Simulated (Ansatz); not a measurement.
Job for Ansatz (a program for electronic structure): U-CCSD(T)/cc-pV(D+d)Z on O (SMILES [O]). The basis file is the Basis Set Exchange's JSON of that set.

Ansatz 0.2 input:
```yaml
crystal:
  periodic: [false, false, false]
  atoms:
    - {symbol: O, position_ang: [0.00000000, 0.00000000, 0.00000000]}
basis:
  gaussian:
    orbitals: cc-pV_D+d_Z.json
magnetization: {spin_polarized: true, initial_magnetization: 2}
correlation: {method: ccsd_t, electrons: outside_noble_gas}
scf: {omitted_lower_state_checks: [cluster_reference]}
```

### Question
What total energy does the run end on?

### Answer
-74.9099 hartree (reference determinant -74.7922, T1 diagnostic 0.003).
